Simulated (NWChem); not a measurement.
System: C4H4OS; SMILES c1(S)occc1

```xyz
10

S      0.1886    -1.9399    -0.3768
C      0.0157    -0.2086    -0.1391
C     -1.0895     0.5774     0.0333
C     -0.6258     1.9311     0.0647
C      0.7265     1.8679    -0.0894
O      1.1377     0.5785    -0.2255
H      0.7420    -2.2469     0.8213
H     -2.1062     0.2248     0.1319
H     -1.2195     2.8258     0.1908
H      1.5083     2.6120    -0.1195
```
Atoms are numbered in this order, from 1.

Geometry: optimised at B3LYP/6-31G* (spherical d).

Question: Give the principal values of the shielding tensors (ppm) of S1, C2, C3, C4, C5 from Hartree-Fock/6-31G* (spherical d), GIAO (NWChem), with their diamagnetic and paramagnetic parts as GIAO splits them.

Answer: 
```json
[
 {"atom": "S1", "σ11": "507.6", "σ22": "576.3", "σ33": "849.7", "isotropic": "644.5", "diamagnetic": "1054.7", "paramagnetic": "-410.2"},
 {"atom": "C2", "σ11": "-20.8", "σ22": "85.7", "σ33": "114.0", "isotropic": "59.6", "diamagnetic": "255.6", "paramagnetic": "-195.9"},
 {"atom": "C3", "σ11": "-13.5", "σ22": "84.3", "σ33": "168.8", "isotropic": "79.9", "diamagnetic": "256.9", "paramagnetic": "-177.0"},
 {"atom": "C4", "σ11": "6.7", "σ22": "91.8", "σ33": "177.8", "isotropic": "92.1", "diamagnetic": "257.2", "paramagnetic": "-165.1"},
 {"atom": "C5", "σ11": "-32.6", "σ22": "63.6", "σ33": "132.0", "isotropic": "54.3", "diamagnetic": "253.3", "paramagnetic": "-199.0"}
]
```
